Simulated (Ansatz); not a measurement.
Steps of a relaxation of CH$_{4}$BNSe, SMILES `C=NB[SeH]` with RKS PBE0-D4/def2-TZVP.

```sh
$ ansatz run in.yaml --threads 2 --pin off --events-out ev --progress --plain --max-ram 4352MiB
```

```yaml
crystal:
  periodic: [false, false, false]
  atoms:
    - {symbol: C, position_ang: [-0.407877, 1.761353, -0.125279]}
    - {symbol: N, position_ang: [-0.097738, 0.546284, -0.191052]}
    - {symbol: B, position_ang: [0.234334, -0.776861, -0.260493]}
    - {symbol: Se, position_ang: [0.289480, -1.867916, 1.382953]}
    - {symbol: H, position_ang: [0.358901, 2.557467, 0.022446]}
    - {symbol: H, position_ang: [-1.465484, 2.104305, -0.212035]}
    - {symbol: H, position_ang: [0.495117, -1.281041, -1.333680]}
    - {symbol: H, position_ang: [0.685367, -3.100792, 0.661240]}
basis:
  gaussian: {orbitals: def2-TZVP}
hamiltonian: {xc: pbe0, dispersion: d4}
relax: {f_tol: 0.005, max_steps: 150}
```

Positions (Å) and forces (eV/Å) along the path, 9 of 9 steps:

```xyz
8
step=1 energy=-68608.1490 eV
C    -0.408    1.761   -0.125    0.144   -0.577   -0.023
N    -0.098    0.546   -0.191   -0.206    0.796    0.057
B     0.234   -0.777   -0.260   -0.015    0.182   -0.252
Se    0.289   -1.868    1.383    0.086   -0.154   -0.360
H     0.359    2.557    0.022   -0.399   -0.500   -0.085
H    -1.465    2.104   -0.212    0.592   -0.252    0.042
H     0.495   -1.281   -1.334   -0.108    0.216    0.442
H     0.685   -3.101    0.661   -0.095    0.289    0.180
8
step=2 energy=-68608.1839 eV
C    -0.406    1.747   -0.115    0.003    0.057   -0.143
N    -0.099    0.546   -0.188   -0.001   -0.014    0.024
B     0.232   -0.769   -0.264   -0.006    0.076   -0.063
Se    0.288   -1.855    1.371    0.014   -0.018   -0.077
H     0.356    2.531    0.017   -0.118   -0.135    0.033
H    -1.449    2.083   -0.214    0.156   -0.066    0.066
H     0.490   -1.262   -1.325   -0.033    0.059    0.127
H     0.680   -3.079    0.662   -0.014    0.039    0.034
8
step=3 energy=-68608.0676 eV rejected
C    -0.391    1.742   -0.219   -0.389    0.719    1.739
N    -0.091    0.547   -0.247    0.179   -0.560   -0.329
B     0.234   -0.765   -0.281    0.011    0.008   -0.086
Se    0.280   -1.819    1.367   -0.052    0.140    0.134
H     0.346    2.503    0.096   -0.036   -0.066   -0.644
H    -1.447    2.059   -0.136    0.202   -0.001   -0.608
H     0.492   -1.278   -1.319    0.042   -0.098   -0.135
H     0.669   -3.047    0.683    0.044   -0.142   -0.071
8
step=4 energy=-68608.1783 eV rejected
C    -0.404    1.752   -0.122    0.097   -0.342   -0.016
N    -0.096    0.550   -0.203   -0.121    0.433    0.054
B     0.228   -0.758   -0.281    0.052   -0.338   -0.065
Se    0.302   -1.843    1.353   -0.035    0.032    0.125
H     0.348    2.522    0.068    0.049    0.054   -0.047
H    -1.438    2.084   -0.237   -0.078    0.030    0.044
H     0.459   -1.264   -1.336    0.058    0.047   -0.003
H     0.693   -3.098    0.700   -0.022    0.084   -0.093
8
step=5 energy=-68608.1837 eV rejected
C    -0.403    1.746   -0.136   -0.052    0.071    0.230
N    -0.096    0.546   -0.201   -0.004    0.038   -0.038
B     0.233   -0.767   -0.270    0.010    0.010   -0.053
Se    0.287   -1.846    1.369    0.003    0.002   -0.025
H     0.354    2.527    0.031   -0.100   -0.113   -0.098
H    -1.451    2.078   -0.195    0.165   -0.046   -0.073
H     0.493   -1.265   -1.324   -0.017    0.019    0.047
H     0.675   -3.075    0.669   -0.005    0.020    0.010
8
step=6 energy=-68608.1866 eV
C    -0.405    1.745   -0.121    0.000    0.020   -0.032
N    -0.097    0.546   -0.194   -0.003    0.001    0.003
B     0.232   -0.767   -0.268    0.000    0.012   -0.012
Se    0.288   -1.848    1.368    0.002   -0.004   -0.013
H     0.353    2.525    0.025   -0.032   -0.035    0.005
H    -1.446    2.078   -0.209    0.043   -0.017    0.018
H     0.489   -1.261   -1.324   -0.006    0.015    0.025
H     0.677   -3.075    0.667   -0.003    0.009    0.006
8
step=7 energy=-68608.1866 eV
C    -0.404    1.744   -0.122    0.015   -0.002   -0.015
N    -0.095    0.546   -0.202   -0.006    0.001    0.031
B     0.234   -0.767   -0.272    0.002    0.012   -0.034
Se    0.284   -1.842    1.366    0.003   -0.007    0.013
H     0.352    2.523    0.025   -0.003   -0.003    0.006
H    -1.446    2.074   -0.197   -0.006    0.000   -0.006
H     0.493   -1.263   -1.325   -0.005   -0.002    0.005
H     0.675   -3.072    0.671    0.001    0.000    0.000
8
step=8 energy=-68608.1855 eV rejected
C    -0.403    1.744   -0.121    0.023   -0.044   -0.009
N    -0.094    0.545   -0.200   -0.010    0.014    0.010
B     0.231   -0.767   -0.273   -0.029    0.011   -0.014
Se    0.292   -1.839    1.367   -0.003   -0.019    0.015
H     0.350    2.519    0.051    0.032    0.029   -0.026
H    -1.440    2.076   -0.223   -0.051    0.014    0.027
H     0.471   -1.267   -1.329    0.044    0.000   -0.004
H     0.684   -3.069    0.673   -0.006   -0.005    0.000
8
step=9 energy=-68608.1867 eV
C    -0.404    1.744   -0.123    0.000    0.002    0.001
N    -0.097    0.546   -0.197    0.000   -0.003   -0.001
B     0.233   -0.766   -0.270    0.000    0.002   -0.004
Se    0.287   -1.845    1.367    0.000   -0.002    0.004
H     0.352    2.523    0.026    0.000    0.000    0.000
H    -1.445    2.076   -0.204    0.000    0.000   -0.001
H     0.489   -1.261   -1.324   -0.001    0.001    0.002
H     0.676   -3.074    0.669    0.001   -0.001   -0.001
```

It took 45 s on 2 threads of an Arm Neoverse V1 on a shared host, with 0.36 GiB of host memory at the peak.
